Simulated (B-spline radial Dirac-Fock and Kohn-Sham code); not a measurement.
**The L3 (2p3/2) hole of calcium ions: width and yield against charge**

Calculated with a radial atomic solver, using independent-particle rates on relativistic LDA orbitals of the hole state (multipoles up to L = 3, Coulomb Auger matrix elements, transition energies from Dirac-Fock). Tabulated ground configurations, configuration averages; single configurations, so decays that open only by mixing (as 1s 2s² with 1s 2p² in Be-like ions) are missing and such tiny yields are far too low.

```csv
ion,configuration,radiative (eV),non-radiative (eV),yield
Ca,[Ar] 4s2,5.15e-05,0.216,0.000238
Ca⁺,[Ar] 4s1,4.97e-05,0.217,0.000229
Ca²⁺,[Ne] 3s2 3p6,4.66e-05,0.218,0.000214
Ca⁵⁺,[Ne] 3s2 3p3,5.82e-05,0.0831,0.000700
Ca⁶⁺,[Ne] 3s2 3p2,6.29e-05,0.0439,0.00143
Ca⁷⁺,[Ne] 3s2 3p1,6.79e-05,0.0157,0.00430
Ca⁸⁺,[Ne] 3s2,7.33e-05,0.00361,0.0199
Ca⁹⁺,[Ne] 3s1,3.86e-05,0,1.00
```
